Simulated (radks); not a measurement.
Results of a calculation; reference values are marked as such.
The molybdenum ion Mo3+, configuration [Kr] 4d3 (the NIST ground configuration).

Code: a radial shooting solver on a logarithmic mesh with Libxc functionals. Model: Dirac Kohn-Sham, BLYP, spin-unpolarised, spherical densities, finite nucleus; open shells are shared between the two j in proportion to 2j + 1; Fermi nuclear charge, rms radius 4.4091 fm.

Energy parts (hartree):
part                       energy
total                 -4047.87815
kinetic                4197.53686
electron-nucleus      -9733.21974
Hartree                1611.08877
exchange-correlation   -123.28404

Orbitals (lengths in bohr, moments of r in powers of bohr; <r^-3> diverges for s and p1/2):
orbital  occ.  eigenvalue (hartree)     <r^2>  <r^-3>
1s1/2       2             -729.4378  0.001669       -
2s1/2       2             -104.0413   0.02779       -
2p1/2       2             -95.82221   0.02098       -
2p3/2       4             -91.90391   0.02235    2398
3s1/2       2             -18.69530    0.2108       -
3p1/2       2             -15.56838    0.2089       -
3p3/2       4             -14.92304    0.2192   400.1
3d3/2       4              -9.39219    0.2054   58.40
3d5/2       6              -9.26996    0.2088   55.67
4s1/2       2              -3.53245     1.359       -
4p1/2       2              -2.63168     1.624       -
4p3/2       4              -2.53596     1.702   59.51
4d3/2     1.2              -1.21164     3.052   5.152
4d5/2     1.8              -1.20113     3.098   4.894
5s1/2       0              -0.99049     8.193       -
5p1/2       0              -0.77962     10.70       -
5p3/2       0              -0.76488     11.07   9.252

The highest occupied level is 4d5/2 at -32.684 eV. The density falls to 0.001 e/bohr^3 at r = 3.31 bohr. The electron density at the nucleus is 9.089e+04 e/bohr^3. Summed over all electrons, <r^2> = 25.99 bohr^2, which gives a Langevin (diamagnetic) susceptibility term of -20.6 x 10^-6 cm^3/mol.
